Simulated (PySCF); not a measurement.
# Exercise with solution: chemical shift, span and skew from a shielding tensor

dichloro(silyl)silane (Cl₂H₄Si₂), SMILES Cl[SiH](Cl)[SiH3]. Atoms are numbered in the order given.

```xyz
8

Si    -2.1079     0.1433     0.0000
Si     0.1190    -0.5606     0.0000
Cl     1.0358     0.2052    -1.6882
Cl     1.0358     0.2052     1.6882
H     -2.1126     1.6355     0.0000
H     -2.7971    -0.3695    -1.2218
H     -2.7971    -0.3695     1.2218
H      0.3330    -2.0324     0.0000
```

Geometry optimised at PBE0-D3(BJ)/def2-SVP.

GIAO shieldings from PBE/pcSseg-1 in PySCF, non-relativistic, no solvent. The symmetric part of the tensor of Si1 has the principal values 425.1, 430.1, 452.0 ppm. The same nucleus in TMS has σ = 335.4 ppm at this level (PySCF, at its B3LYP-D3(BJ)/def2-TZVP geometry). Without spin–orbit terms, shifts of atoms bonded to Cl or Br come out too high.

Q: Work out the isotropic shielding, the ²⁹Si shift against TMS, the span and the skew.

A: 
σ(iso) = (σ11 + σ22 + σ33)/3 = 435.7 ppm. δ = σ(ref) − σ(iso) = 335.4 − (435.7) = -100.3 ppm.
Span Ω = σ33 − σ11 = 26.9 ppm. Skew κ = 3(σ(iso) − σ22)/Ω = 0.63. Tumbling in solution averages the tensor to δ; in a static solid the shielding alone would spread this spin-1/2 line over Ω.
